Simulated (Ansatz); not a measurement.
`CC1=C(C)B1` + `[SH][GaH2]` → `C[S][GaH2]` + `CC1=CB1`  (substitution at a C–C bond)

Isolated molecules relaxed with PBE0-D4/def2-TZVP in Ansatz; ΔE leaves out vibrations. CBS: MP2 limit from def2 TZ/QZ plus the TZ coupled-cluster correction, frozen cores. DFT in def2-TZVPP. For Ga outer-core shells are correlated without core-valence functions, which leaves a few kJ/mol of doubt a bond. Scalar relativity is left out up to krypton.

```tsv
species	PBE-D4 energy (Eh)
`CC1=C(C)B1`	-181.24969
`[SH][GaH2]`	-2324.41538
`C[S][GaH2]`	-2363.68388
`CC1=CB1`	-141.96685
```

Work out ΔE.

ΔE = (-2363.68388) + (-141.96685) − (-181.24969) − (-2324.41538) = 0.01434 Eh = +9.0 kcal/mol. CCSD(T)/CBS gives +8.5 kcal/mol.

Largest T1 diagnostic among the species: 0.013.
